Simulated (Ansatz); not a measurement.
Input for Ansatz (development build ahead of 0.2.0):

```yaml
crystal:
  periodic: [false, false, false]
  atoms:
    - { symbol: Mn, position_ang: [0.0, 0.0, 0.0] }
    - { symbol: O, position_ang: [0.0, 1.48635, 0.69309] }
    - { symbol: F, position_ang: [0.0, -1.64042, 0.76494] }
basis:
  gaussian: { orbitals: pcseg-2 }
magnetization:
  initial_magnetization: 4
hamiltonian:
  xc: pbe0
```

The input is written out in the form of the current development build from the run's settings.

Results

```json
{"Converged": "yes", "Total energy": "-1325.77344 hartree", "Spin squared of the determinant": "6.000", "Stability test": "minimum among restricted orbitals"}
```

Caution: other spin multiplicities were not run.
